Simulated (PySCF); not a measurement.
BiF₂, SMILES [Bi]([F])[F], multiplicity 2.

Geometry optimised at PBE-D3(BJ)/def2-TZVP. The spin state was assumed, not searched. The isomer is the one that the SMILES or the coordinates give; other isomers of the formula were not compared. The def2 effective core potentials stand for the cores of Bi; spin–orbit coupling is left out.

Method: PBE-D3(BJ)/def2-TZVP run with PySCF.

Frequencies are harmonic and unscaled.

```
mode  ν (cm⁻¹)  IR (km/mol)  moving atoms (share of kinetic energy)
----  --------  -----------  --------------------------------------
1          159          6.0                                  F 93 %
2          533         90.7                          F 91 %, Bi 9 %
3          549         56.2                          F 92 %, Bi 8 %
```
